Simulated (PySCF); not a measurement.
GeH₃, SMILES [GeH3] (connectivity only; charge and spin as stated), charge +1, multiplicity 1.

Geometry: r2SCAN-D4/def2-TZVPD. The spin state was assumed, not searched. The isomer is the one that the SMILES or the coordinates give; other isomers of the formula were not compared.

All values below come from TDA-PBE/def2-TZVPD (PySCF 2.14.0).

Vertical excitations; the highest root listed may be one member of a degenerate set. Gas-phase values at a fixed geometry. State labels are in the subgroup C2v.

Computed UV-visible absorptions:
```
state  symmetry  energy (eV)  λ (nm)      f                                                                main pairs
-----  --------  -----------  ------  -----  ------------------------------------------------------------------------
S1           B2         5.15     241  0.000                                                HOMO→LUMO (degenerate set)
S2           A2         5.15     241  0.000                                              HOMO−1→LUMO (degenerate set)
S3           B1         9.60     129  0.097                                            HOMO−1→LUMO+1 (degenerate set)
S4           A1         9.60     129  0.097                                              HOMO→LUMO+1 (degenerate set)
S5           B1        10.53     118  0.000                                      HOMO→LUMO+2 50 %, HOMO−1→LUMO+3 50 %
S6           A1        10.93     113  0.000                                      HOMO−1→LUMO+2 47 %, HOMO→LUMO+3 47 %
S7           B2        11.39     109  0.053                    HOMO−2→LUMO 74 %, HOMO→LUMO+6 12 %, HOMO−1→LUMO+5 12 %
S8           A1        11.66     106  0.475                                              HOMO→LUMO+4 (degenerate set)
S9           B1        11.66     106  0.475                                            HOMO−1→LUMO+4 (degenerate set)
S10          A1        12.61      98  1.013  HOMO→LUMO+3 25 %, HOMO−1→LUMO+2 25 %, HOMO→LUMO+4 22 %, HOMO→LUMO+1 13 %
T1           B2         4.51     275      0                                                HOMO→LUMO (degenerate set)
T2           A2         4.51     275      0                                              HOMO−1→LUMO (degenerate set)
T3           B1         7.82     158      0                                            HOMO−1→LUMO+1 (degenerate set)
T4           A1         7.82     158      0                                              HOMO→LUMO+1 (degenerate set)
```
Triplets are in the Tamm–Dancoff approximation.
